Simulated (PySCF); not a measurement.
**Correlation energy of Xe(3+) (xenon, charge +3)**

Starting occupation: [Kr] 4d10 5s2 5p3, 5p3/2 with m_j = -1/2, +1/2, +3/2. Calculation: PySCF 2.14, in x2c-TZVPall-2c with one added diffuse shell each of s, p, d, f type (9s10p6d3f, 90 functions); X2C-1e with screened-nucleus spin-orbit coupling, Gaussian nucleus. Frozen: [Ar] 3d10; 23 electrons correlated; the 6 highest virtual spinors left out.

MP2 pair energies summed by pair of shells (mhartree):

```tsv
pair	energy	share (%)
4d-4d	-266.90	44.2
4d-5p	-69.04	11.4
4d-4p	-68.55	11.4
4d-5s	-58.61	9.7
5p-5s	-39.84	6.6
4p-4p	-30.38	5.0
4d-4s	-18.37	3.0
5p-5p	-14.47	2.4
4p-4s	-9.85	1.6
4p-5s	-9.20	1.5
5s-5s	-7.39	1.2
4p-5p	-6.94	1.1
4s-4s	-2.35	0.4
4s-5p	-0.99	0.2
4s-5s	-0.78	0.1
```

Total MP2 correlation energy: -603.66 mhartree.

The GHF reference relaxed away from the jj start to a determinant that is no pure jj level (⟨S²⟩ = 3.53, ⟨J²⟩ = 3.76); the energies belong to that determinant.

This basis was not built for core-valence correlation, so the inner-shell part is incomplete.
